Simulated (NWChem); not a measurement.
Molecule: BHICl; SMILES ClBI

Computed with NWChem. def2 effective core potentials on I; no spin-orbit coupling. The level has its own optimisation; frequencies are unscaled.

**Question.** Estimate the computed values for PBE-D3(BJ)/def2-SVP (core potentials). Quantities: r B–Cl (Å); r B–H (Å); r B–I (Å); highest harmonic frequency (cm⁻¹); lowest (cm⁻¹); zero-point energy (kcal/mol).

**Answer.** The r B–Cl (Å) comes out as 1.743. The r B–H (Å) is 1.208 and the r B–I (Å) comes out as 2.129. The highest harmonic frequency (cm⁻¹) is 2620. The lowest (cm⁻¹) comes out as 199 and the zero-point energy (kcal/mol) is 8.5.
